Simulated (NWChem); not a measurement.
System: C3H7BO; SMILES C=CB(O)C

NWChem input:

```
start job
memory heap 200 mb stack 900 mb global 1100 mb
geometry units angstroms noautoz
  B      0.040921    -0.449805    -0.002285
  C     -0.767125    -1.813516     0.003306
  H     -1.426169    -1.874187    -0.874293
  H     -1.431289    -1.864444     0.877541
  H     -0.142162    -2.716512     0.010040
  C     -0.689611     0.934340    -0.007764
  C     -0.043498     2.109742     0.006144
  H     -1.781747     0.957954    -0.021119
  H     -0.560255     3.068681     0.004261
  H      1.043788     2.151414     0.020271
  O      1.411279    -0.421531    -0.002268
  H      1.789412    -1.312444     0.003069
end
basis spherical
  * library def2-tzvp
end
dft
  xc xpbe96 cpbe96
  iterations 150
  semidirect filesize 400000000
  mulliken
end
task dft energy
```

Parts of the log:

```
             Northwest Computational Chemistry Package (NWChem) 7.3.0
             --------------------------------------------------------

 C1  symmetry detected

                             Geometry "geometry" -> ""
                             -------------------------

 Output coordinates in angstroms (scale by  1.889725989 to convert to a.u.)

  No.       Tag          Charge          X              Y              Z
 ---- ---------------- ---------- -------------- -------------- --------------
    1 B                    5.0000     0.04299013    -0.45419171    -0.00221417
    2 C                    6.0000    -0.76001588    -1.82087320     0.00413658
    3 H                    1.0000    -1.41932233    -1.88417461    -0.87307941
    4 H                    1.0000    -1.42349836    -1.87405244     0.87875495
    5 H                    1.0000    -0.13172197    -2.72155586     0.01072384
    6 C                    6.0000    -0.69264647     0.92724748    -0.00759564
    7 C                    6.0000    -0.05086669     2.10502828     0.00568572
    8 H                    1.0000    -1.78486946     0.94682913    -0.02034417
    9 H                    1.0000    -0.57115903     3.06205386     0.00387624
   10 H                    1.0000     1.03626590     2.15071447     0.01919426
   11 O                    8.0000     1.41323429    -0.42086231    -0.00297118
   12 H                    1.0000     1.79465455    -1.31037298     0.00235463

 Effective nuclear repulsion energy (a.u.)     152.5423839966

  pbe96 is a nonlocal functional; adding pw91lda local functional.

                                 NWChem DFT Module
                                 -----------------

 Summary of "ao basis" -> "ao basis" (spherical)
 ------------------------------------------------------------------------------
       Tag                 Description            Shells   Functions and Types
 ---------------- ------------------------------  ------  ---------------------
 B                         def2-tzvp                11       31   5s3p2d1f
 C                         def2-tzvp                11       31   5s3p2d1f
 H                         def2-tzvp                 4        6   3s1p
 O                         def2-tzvp                11       31   5s3p2d1f

            General Information
            -------------------
          SCF calculation type: DFT
          Wavefunction type:  closed shell.
          No. of atoms     :    12
          No. of electrons :    38
           Alpha electrons :    19
            Beta electrons :    19
          Charge           :     0
          Spin multiplicity:     1
          Use of symmetry is: off; symmetry adaption is: off
          Maximum number of iterations: 150
          AO basis - number of functions:   197
                     number of shells:    83
          Convergence on energy requested:  1.00D-06
          Convergence on density requested:  1.00D-05
          Convergence on gradient requested:  5.00D-04

              XC Information
              --------------
          PerdewBurkeErnzerhof Exchange Functional  1.000
            Perdew 1991 LDA Correlation Functional  1.000 local
           PerdewBurkeErnz. Correlation Functional  1.000 non-local

             Grid Information
             ----------------
          Grid used for XC integration:  medium
          Radial quadrature: Mura-Knowles
          Angular quadrature: Lebedev.
          Tag              B.-S. Rad. Rad. Pts. Rad. Cut. Ang. Pts.
          ---              ---------- --------- --------- ---------
          B                   0.85       49          11.0       434
          C                   0.70       49          12.0       434
          H                   0.35       45          14.0       434
          O                   0.60       49          11.0       434
          Grid pruning is: on
          Number of quadrature shells:   560
          Spatial weights used:  Erf1

      Superposition of Atomic Density Guess
      -------------------------------------

 Sum of atomic energies:        -215.83166910

      Non-variational initial energy
      ------------------------------

 Total energy =    -218.612750
 1-e energy   =    -591.992337
 2-e energy   =     220.837203
 HOMO         =      -0.354498
 LUMO         =      -0.053677

------------------------------------------------------------
EAF file 0: "./job.aoints.0" size=678428672 bytes
------------------------------------------------------------
               write      read    awrite     aread      wait
               -----      ----    ------     -----      ----
     calls:     1294         0         0         0         0
   data(b): 6.78e+08  0.00e+00  0.00e+00  0.00e+00
   time(s): 0.00e+00  0.00e+00  0.00e+00  0.00e+00  0.00e+00
rate(mb/s): 0.00e+00  0.00e+00
------------------------------------------------------------

     ---------------------------------------------
      Total Density - Mulliken Population Analysis
     ---------------------------------------------

    Atom       Charge   Shell Charges
 -----------   ------   -------------------------------------------------------
    1 B    5     4.37   0.92  1.06  0.54  0.41  0.04  0.76  0.42  0.03  0.07  0.10  0.03
    2 C    6     6.74   0.86  1.12  0.56  0.69  0.12  1.32  1.53  0.52  0.01  0.01  0.00
    3 H    1     0.80   0.23  0.43  0.12  0.02
    4 H    1     0.80   0.23  0.43  0.12  0.02
    5 H    1     0.82   0.24  0.44  0.13  0.02
    6 C    6     6.41   0.86  1.12  0.58  0.67  0.10  1.25  1.39  0.38  0.01  0.04  0.01
    7 C    6     6.24   0.86  1.12  0.57  0.66  0.13  1.18  1.24  0.42  0.02  0.03  0.01
    8 H    1     0.84   0.24  0.45  0.13  0.02
    9 H    1     0.84   0.24  0.45  0.13  0.02
   10 H    1     0.85   0.24  0.45  0.13  0.02
   11 O    8     8.73   0.79  1.18  0.60  0.93  0.25  2.01  2.16  0.80  0.00  0.01  0.00
   12 H    1     0.55   0.19  0.26  0.06  0.04

   convergence    iter        energy       DeltaE   RMS-Dens  Diis-err
 ---------------- ----- ----------------- --------- --------- ---------
 d= 0,ls=0.0,diis     1   -218.3566113747 -3.71D+02  6.30D-03  9.75D-01
 d= 0,ls=0.0,diis     2   -218.2490901758  1.08D-01  4.68D-03  1.93D+00
 d= 0,ls=0.0,diis     3   -218.4155366050 -1.66D-01  1.14D-03  2.89D-01
 d= 0,ls=0.0,diis     4   -218.4397308385 -2.42D-02  4.20D-04  1.68D-02
 d= 0,ls=0.0,diis     5   -218.4411718504 -1.44D-03  2.10D-04  4.91D-03
  Resetting Diis
 d= 0,ls=0.0,diis     6   -218.4417094885 -5.38D-04  8.99D-05  1.19D-03
 d= 0,ls=0.0,diis     7   -218.4418650175 -1.56D-04  3.84D-05  2.42D-05
 d= 0,ls=0.0,diis     8   -218.4418568571  8.16D-06  2.55D-05  8.73D-05
 d= 0,ls=0.0,diis     9   -218.4418674891 -1.06D-05  5.57D-06  5.44D-06
 d= 0,ls=0.0,diis    10   -218.4418681237 -6.35D-07  1.48D-06  3.12D-07

         Total DFT energy =     -218.441868123651
      One electron energy =     -597.448045490110
           Coulomb energy =      257.723722576166
    Exchange-Corr. energy =      -31.259929206344
 Nuclear repulsion energy =      152.542383996636

 Numeric. integr. density =       38.000011556916

                       DFT Final Molecular Orbital Analysis
                       ------------------------------------

 Vector   17  Occ=2.000000D+00  E=-2.935597D-01
              MO Center= -6.0D-02,  4.0D-01, -3.4D-04, r^2= 4.2D+00
   Bfn.  Coefficient  Atom+Function         Bfn.  Coefficient  Atom+Function
  ----- ------------  ---------------      ----- ------------  ---------------
   166      0.203812  11 O  px                6     -0.170943   1 B  px
    86      0.162361   6 C  px              169      0.158330  11 O  px
   117     -0.156928   7 C  px              144     -0.150889   8 H  s
   167      0.141676  11 O  py               37      0.137719   2 C  px
   156     -0.136357  10 H  s                 4      0.130340   1 B  s

 Vector   18  Occ=2.000000D+00  E=-2.597911D-01
              MO Center= -1.0D-01, -2.6D-01, -1.3D-03, r^2= 3.5D+00
   Bfn.  Coefficient  Atom+Function         Bfn.  Coefficient  Atom+Function
  ----- ------------  ---------------      ----- ------------  ---------------
     7      0.256883   1 B  py               38     -0.201274   2 C  py
    87     -0.191984   6 C  py              167     -0.170867  11 O  py
    10      0.156971   1 B  py               41     -0.146960   2 C  py
    85      0.143112   6 C  s               170     -0.133065  11 O  py
    37     -0.126111   2 C  px               36     -0.122105   2 C  s

 Vector   19  Occ=2.000000D+00  E=-2.430808D-01
              MO Center= -2.2D-01,  1.3D+00, -1.0D-03, r^2= 2.1D+00
   Bfn.  Coefficient  Atom+Function         Bfn.  Coefficient  Atom+Function
  ----- ------------  ---------------      ----- ------------  ---------------
   119      0.282848   7 C  pz               88      0.278473   6 C  pz
   122      0.245737   7 C  pz               91      0.239210   6 C  pz
   168     -0.153148  11 O  pz              125      0.151379   7 C  pz
    94      0.146729   6 C  pz              171     -0.126001  11 O  pz
   174     -0.103336  11 O  pz               11      0.035987   1 B  pz

 Vector   20  Occ=0.000000D+00  E=-6.961820D-02
              MO Center= -1.5D-01,  8.9D-01, -1.3D-03, r^2= 3.3D+00
   Bfn.  Coefficient  Atom+Function         Bfn.  Coefficient  Atom+Function
  ----- ------------  ---------------      ----- ------------  ---------------
   125      0.429903   7 C  pz               94     -0.322187   6 C  pz
   119      0.290322   7 C  pz              122      0.256313   7 C  pz
    11     -0.252917   1 B  pz                8     -0.248853   1 B  pz
    88     -0.191640   6 C  pz               91     -0.173123   6 C  pz
   174      0.157115  11 O  pz              168      0.139739  11 O  pz

[...]
```

Level: PBE/def2-TZVP. Geometry: optimised at B3LYP/6-31G* (spherical d).
